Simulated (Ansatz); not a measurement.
Species: [Al(Cl)3(O(CH3)2)] (charge 0, multiplicity 1), formula C2H6AlCl3O.

Problem. How many basis functions does frozen-core CCSD(T)/cc-pVTZ // PBE0-D3(BJ)/def2-SVP run with Ansatz (a first-principles code) use, how many core orbitals are frozen, and how many electrons are correlated?

Solution. 310 basis functions and 23 frozen orbitals, which leaves 44 correlated electrons. Core time is of the order of minutes.
